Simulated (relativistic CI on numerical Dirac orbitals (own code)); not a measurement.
## Forbidden lines of Ta XXXIV

Computed by Dirac-Coulomb-Breit CI, separate exchange-only KLI orbitals for each configuration, a model potential for QED, unscaled Slater integrals (own radial code, finite nucleus).

Configurations in the expansion (outside the closed core [Ar] 3d10): 4s²4p⁶4d⁴, 4s²4p⁵4d⁵, 4s²4p⁶4d³4f, 4s4p⁶4d⁵, 4s²4p⁵4d⁴4f, 4s4p⁶4d⁴4f, 4s²4p⁶4d³5s, 4s²4p⁶4d²4f5s, 4s²4p⁶4d³5p, 4s²4p⁶4d³5d, 4s²4p⁵4d⁴5s, 4s²4p⁶4d³5f, 4p⁶4d⁵4f, 4s²4p⁶4d²5s5p, 4s4p⁶4d³4f5s, 4s²4p⁶4d³6s, 4s²4p⁶4d³6p, 4p⁶4d⁵5p, 4p⁶4d⁶, 4p⁵4d⁷, 4p⁵4d⁶4f, 4s²4p⁶4d²5s², 4s²4p⁶4d4f5s², 4s²4p⁵4d²4f5s², 4s4p⁶4d²4f5s². Double excitations out of closed p, d and f shells are left out; levels of such configurations are missing from the list, as are those of other unlisted configurations, and high levels can miss mixing partners. These lack a partner that the ground configuration has and come out too high: 4s²4p⁵4d⁴5s.

| λ vac (nm) | Lower | Upper | Type | A (s⁻¹) | E lower (cm⁻¹) | E upper (cm⁻¹) |
| --- | --- | --- | --- | --- | --- | --- |
| 43.583 | 4s²4p⁶4d⁴ ³H5 [10] | 4s²4p⁶4d⁴ ¹G4 [30] | M1 | 2.61e+04 | 264730 | 494179 |
| 50.386 | 4s²4p⁶4d⁴ ⁵D2 [4] | 4s²4p⁶4d⁴ ³F2 [16] | M1 | 1.38e+04 | 143574 | 342043 |
| 52.081 | 4s²4p⁶4d⁴ ⁵D3 [5] | 4s²4p⁶4d⁴ ³F4 [17] | M1 | 1.47e+04 | 156218 | 348225 |
| 53.757 | 4s²4p⁶4d⁴ ⁵D3 [9] | 4s²4p⁶4d⁴ ³F2 [25] | M1 | 2.44e+04 | 250338 | 436361 |
| 53.814 | 4s²4p⁶4d⁴ ⁵D3 [5] | 4s²4p⁶4d⁴ ³F2 [16] | M1 | 4.87e+04 | 156218 | 342043 |
| 59.425 | 4s²4p⁶4d⁴ ⁵D0 [6] | 4s²4p⁶4d⁴ ³D1 [22] | M1 | 4.72e+04 | 236905 | 405183 |
| 62.445 | 4s²4p⁶4d⁴ ⁵D2 [8] | 4s²4p⁶4d⁴ ³D1 [22] | M1 | 4.62e+04 | 245042 | 405183 |
| 62.514 | 4s²4p⁶4d⁴ ⁵D4 [7] | 4s²4p⁶4d⁴ ³G5 [21] | M1 | 7.16e+03 | 244582 | 404547 |
| 66.909 | 4s²4p⁶4d⁴ ³F4 [3] | 4s²4p⁶4d⁴ ³F3 [14] | M1 | 2.07e+04 | 143033 | 292490 |
| 67.536 | 4s²4p⁶4d⁴ ³F3 [14] | 4s²4p⁶4d⁴ ¹F3 [26] | M1 | 2.24e+04 | 292490 | 440559 |
| 69.507 | 4s²4p⁶4d⁴ ³F3 [14] | 4s²4p⁶4d⁴ ³F2 [25] | M1 | 2.48e+04 | 292490 | 436361 |
| 69.745 | 4s²4p⁶4d⁴ ⁵D4 [7] | 4s²4p⁶4d⁴ ¹G4 [19] | M1 | 5.22e+04 | 244582 | 387962 |
| 69.896 | 4s²4p⁶4d⁴ ³H5 [10] | 4s²4p⁶4d⁴ ¹I6 [23] | M1 | 2.21e+04 | 264730 | 407800 |
| 69.946 | 4s²4p⁶4d⁴ ⁵D1 [2] | 4s²4p⁶4d⁴ ⁵D2 [8] | M1 | 4.90e+04 | 102074 | 245042 |
| 70.005 | 4s²4p⁶4d⁴ ⁵D2 [8] | 4s²4p⁶4d⁴ ³F3 [18] | M1 | 5.06e+04 | 245042 | 387888 |
| 71.522 | 4s²4p⁶4d⁴ ³H5 [10] | 4s²4p⁶4d⁴ ³G5 [21] | M1 | 1.31e+04 | 264730 | 404547 |
| 71.840 | 4s²4p⁶4d⁴ ³F4 [17] | 4s²4p⁶4d⁴ ³F3 [28] | M1 | 2.01e+04 | 348225 | 487423 |
| 72.662 | 4s²4p⁶4d⁴ ⁵D3 [9] | 4s²4p⁶4d⁴ ¹G4 [19] | M1 | 2.00e+04 | 250338 | 387962 |
| 72.701 | 4s²4p⁶4d⁴ ⁵D3 [9] | 4s²4p⁶4d⁴ ³F3 [18] | M1 | 3.56e+04 | 250338 | 387888 |
| 74.167 | 4s²4p⁶4d⁴ ⁵D1 [2] | 4s²4p⁶4d⁴ ⁵D0 [6] | M1 | 9.86e+04 | 102074 | 236905 |
| 74.414 | 4s²4p⁶4d⁴ ⁵D2 [4] | 4s²4p⁶4d⁴ ³P1 [12] | M1 | 4.03e+04 | 143574 | 277958 |
| 75.407 | 4s²4p⁶4d⁴ ³H6 [11] | 4s²4p⁶4d⁴ ¹I6 [23] | M1 | 1.83e+04 | 275187 | 407800 |
| 77.303 | 4s²4p⁶4d⁴ ³H6 [11] | 4s²4p⁶4d⁴ ³G5 [21] | M1 | 9.11e+03 | 275187 | 404547 |
| 82.171 | 4s²4p⁶4d⁴ ³F4 [3] | 4s²4p⁶4d⁴ ³H5 [10] | M1 | 1.71e+04 | 143033 | 264730 |
| 88.671 | 4s²4p⁶4d⁴ ³G4 [13] | 4s²4p⁶4d⁴ ³G5 [21] | M1 | 1.57e+04 | 291771 | 404547 |
| 93.664 | 4s²4p⁶4d⁴ ⁵D2 [4] | 4s²4p⁶4d⁴ ⁵D3 [9] | M1 | 1.40e+04 | 143574 | 250338 |
| 96.486 | 4s²4p⁶4d⁴ ⁵D4 [7] | 4s²4p⁶4d⁴ ³F4 [17] | M1 | 9.58e+03 | 244582 | 348225 |
| 97.968 | 4s²4p⁶4d⁴ ³P0 [1] | 4s²4p⁶4d⁴ ⁵D1 [2] | M1 | 2.92e+04 | 0 | 102074 |
| 98.474 | 4s²4p⁶4d⁴ ³F4 [3] | 4s²4p⁶4d⁴ ⁵D4 [7] | M1 | 2.73e+04 | 143033 | 244582 |
| 106.25 | 4s²4p⁶4d⁴ ⁵D3 [5] | 4s²4p⁶4d⁴ ⁵D3 [9] | M1 | 1.82e+04 | 156218 | 250338 |

Terms are leading LS components. Brackets give the number of a level in order of energy, since labels repeat. The list gives strong lines, with weight on those to low levels, among the lowest 400 of 8791 levels, so that lines to higher ones, which can be the strongest, are missing. Levels whose partners in the same complex of configurations lie outside the list can be far off, and so can their lines. Rates are taken at the computed energies, electric ones in the length gauge.

At this charge energies of transitions that change n are usually good to better than 1 %, and those within a shell (Δn = 0) to a few per cent. Terms inside the open d or f shell come out 10 to 20 % too wide with unscaled integrals.

**Question.** From the table, what is the radiative lifetime of 4s²4p⁶4d⁴ ³G5?

**Answer.** The listed rates from this level add up to about 4.51e+04 s⁻¹, 99 % of its decay; with all channels τ = 2.20e-05 s.

LS names give the leading component of a level, which can be under half, so a name can repeat, a term be missing and a line seem to break the LS rules.
